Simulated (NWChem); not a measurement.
# C₃H₆O₂Si; SMILES O=C[C@H]1CO[SiH2]1

```xyz
12

O      0.2355    -2.7185    -0.0152
C     -0.1853    -1.6424     0.3529
C     -0.2357    -0.4106    -0.4913
C     -1.3043     0.6567    -0.1118
O     -0.4935     1.8107     0.2622
Si     0.9608     1.0116    -0.0137
H     -0.5514    -1.5025     1.3983
H     -0.2067    -0.6739    -1.5518
H     -1.9238     0.3543     0.7417
H     -1.9566     0.9193    -0.9505
H      1.7947     1.5663    -1.1118
H      1.8090     0.8133     1.1909
```
Atoms are numbered in this order, from 1.

Computed with NWChem. The geometry was optimised at B3LYP/6-31G* (spherical d). Level TPSS/def2-SVP: energy and gradient; each run changes one setting, and changes count from the defaults (medium grid, exact Coulomb integrals, symmetry on).

### Question
Which setting moves the energy most, and by about how much (symmetry off; Coulomb fitting, Weigend set; extra-fine grid; tight SCF thresholds and tolerances; defaults; Becke weights)?

### Answer
Coulomb fitting, Weigend set, by about 500 μHa.
```
setting                              size of the energy change (μHa)  largest change of a gradient component (μHa/bohr)  time, defaults = 1 (rough)
-----------------------------------  -------------------------------  -------------------------------------------------  --------------------------
defaults                                                        < 10                                               < 30                     about 1
extra-fine grid                                                   30                                                 30                           3
Becke weights                                                     10                                                 60                     about 1
tight SCF thresholds and tolerances                             < 10                                               < 30                           2
symmetry off                                                    < 10                                        other frame                     about 1
Coulomb fitting, Weigend set                                     500                                                 50                         0.5
```
